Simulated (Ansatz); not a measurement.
Computed with Ansatz on PBE0-D4/def2-TZVP structures; ΔE is electronic, products minus reactants. CCSD(T)/CBS is the MP2 limit (def2-TZVPP, def2-QZVPP) plus CCSD(T) − MP2 in def2-TZVPP, frozen cores. This one scheme is used for every species. Functionals use def2-TZVPP. B3LYP here is the variant with VWN-RPA as its local correlation; programs differ in this. HSE06 is defined as in plane-wave codes. def2 core potentials past Kr. For Sb outer-core shells are correlated without core-valence functions, which leaves a few kJ/mol of doubt a bond. Each species was taken in one conformer, which may not be the lowest.

`[SiH3][S][SbH][SiH3]` + H₂ → `[SiH3][SbH2]` + `[SiH3]S`  (hydrogenolysis of the Sb–S bond)

```csv
level,ΔE (kcal/mol),difference from CCSD(T)/CBS
LDA (SPW92),5.8,-3.1
PBE-D4,9.1,0.2
revPBE-D4,10.3,1.4
BLYP-D4,9.8,0.9
r2SCAN-D4,7.9,-1.0
B97M-V,5.8,-3.1
B3LYP-D4,8.4,-0.5
r2SCANh-D4,7.6,-1.3
r2SCAN0-D4,7.0,-1.9
BHLYP-D4,7.7,-1.2
ωB97X-V,5.9,-3.0
ωB97M-V,6.5,-2.4
B2PLYP,6.0,-2.9
PBE-QIDH,6.8,-2.1
PBE,6.4,-2.5
BLYP,4.7,-4.2
r2SCAN,7.2,-1.7
PBE0,5.4,-3.5
B3LYP,4.1,-4.8
r2SCANh,6.8,-2.1
r2SCAN0,6.2,-2.7
HSE06,5.5,-3.4
BHLYP,3.1,-5.8
CAM-B3LYP,2.8,-6.1
LC-ωPBE,3.7,-5.2
RPA@PBE/def2-TZVPP,5.3,-3.6
MP2/def2-SVP,4.8,-4.1
CCSD/def2-SVP,1.2,-7.7
CCSD(T)/def2-SVP,2.4,-6.5
HF/def2-TZVPP,0.6,-8.3
MP2/def2-TZVPP,9.5,0.6
SCS-MP2/def2-TZVPP,7.5,-1.4
CCSD/def2-TZVPP,4.2,-4.7
CCSD(T)/def2-TZVPP,5.9,-3.0
HF/def2-QZVPP,0.9,-8.0
MP2/def2-QZVPP,11.3,2.4
SCS-MP2/def2-QZVPP,9.1,0.2
HF/CBS(def2),0.9,-8.0
MP2/CBS(def2),12.5,3.6
CCSD/CBS(def2),7.2,-1.7
CCSD(T)/CBS,8.9,0
```

What do rigid-rotor, harmonic-oscillator terms from PBE0-D4/def2-TZVP frequencies (298.15 K, 1 bar) make of the CCSD(T)/CBS value? (An estimate is asked.)

Computed: ΔZPE = +1.9 kcal/mol, ΔH = +9.5 kcal/mol, ΔS = 32 J/(mol·K), ΔG = +7.2 kcal/mol. Modes under 50 cm⁻¹ make the entropy rough.

Largest T1 diagnostic among the species: 0.014.

From r2SCAN to r2SCAN0 (25 % exact exchange), in def2-TZVPP and without D4, ΔE moves by −1.1 kcal/mol. In def2-TZVPP, CCSD(T) changes the Hartree–Fock value by +5.4 kcal/mol (the triples alone add +1.8 kcal/mol) and MP2 by +8.9 kcal/mol. At CCSD(T), def2-SVP lies −6.5 kcal/mol from the extrapolated value and def2-TZVPP −3.0 kcal/mol.
